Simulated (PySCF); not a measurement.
# Spinor energies of Pb²⁺ (lead, charge +2)

Start: [Xe] 4f14 5d10 6s2. Calculated with PySCF 2.14 in x2c-TZVPPall-2c with one added diffuse shell each of s, p, d, f type (12s12p10d4f, 126 functions): generalised Hartree-Fock with the X2C-1e Hamiltonian and a Gaussian nucleus; spin-orbit coupling (SO) screened by Boettger's factors.

| spinor shell | electrons | ε, screened SO (eV) | weight of nominal j (screened SO) | rms radius, screened SO (bohr) |
| --- | --- | --- | --- | --- |
| 1s1/2 | 2 | -88487.8 | 1.000 | 0.0181 |
| 2s1/2 | 2 | -15995.5 | 1.000 | 0.0730 |
| 2p1/2 | 2 | -15337.6 | 1.000 | 0.0617 |
| 2p3/2 | 4 | -13143.2 | 1.000 | 0.0700 |
| 3s1/2 | 2 | -3924.8 | 1.000 | 0.186 |
| 3p1/2 | 2 | -3628.7 | 1.000 | 0.178 |
| 3p3/2 | 4 | -3132.3 | 1.000 | 0.195 |
| 3d3/2 | 4 | -2651.2 | 1.000 | 0.170 |
| 3d5/2 | 6 | -2546.0 | 1.000 | 0.175 |
| 4s1/2 | 2 | -940.77 | 1.000 | 0.408 |
| 4p1/2 | 2 | -811.50 | 1.000 | 0.412 |
| 4p3/2 | 4 | -688.27 | 1.000 | 0.446 |
| 4d3/2 | 4 | -477.56 | 1.000 | 0.455 |
| 4d5/2 | 6 | -453.91 | 1.000 | 0.466 |
| 5s1/2 | 2 | -183.86 | 1.000 | 0.915 |
| 4f5/2 | 6 | -178.35 | 1.000 | 0.493 |
| 4f7/2 | 8 | -173.37 | 1.000 | 0.495 |
| 5p1/2 | 2 | -137.49 | 1.000 | 0.985 |
| 5p3/2 | 4 | -114.50 | 1.000 | 1.07 |
| 5d3/2 | 4 | -47.810 | 1.000 | 1.35 |
| 5d5/2 | 6 | -44.910 | 1.000 | 1.40 |
| 6s1/2 | 2 | -30.202 | 1.000 | 2.37 |

```csv
quantity,screened SO
E (hartree),-20902.74915
M_J,0
⟨J²⟩,0.000
⟨L²⟩,0.199
⟨S²⟩,0.199
```

Breit and QED terms are absent; they matter most for the inner s and p1/2 levels.

Densities and radii are taken from the X2C orbitals without a picture-change correction, which distorts them close to the nucleus.
